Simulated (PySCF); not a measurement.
PySCF input:

```python
from pyscf import gto, scf, dft

mol = gto.M(
    atom='''
    Ga   -0.03948009   -0.00409628    0.01789663
    H     1.06030992   -0.38010390    1.15746597
    H     0.12278560    1.53990398   -0.47125681
    H     0.04078718   -1.03281531   -1.24100463
    ''',
    basis='def2-tzvpd',
    charge=-1,
    spin=1,
    verbose=4,
)

mf = dft.UKS(mol, xc='mn15').density_fit(auxbasis='def2-universal-jkfit')
mf.grids.level = 4
mf.conv_tol = 1e-9
mf.max_cycle = 100
mf.max_memory = 1500
mf.kernel()
if not mf.converged:
    mf = mf.newton()
    mf.kernel(mf.make_rdm1())
for _ in range(2):
    mo, _, stable, _ = mf.stability(return_status=True)
    if stable:
        break
    mf.kernel(mf.make_rdm1(mo, mf.mo_occ))
mf.analyze()
```

### Question
Which total energy does the run end on?

### Answer
-1926.92859 Eh (MN15/def2-TZVPD).
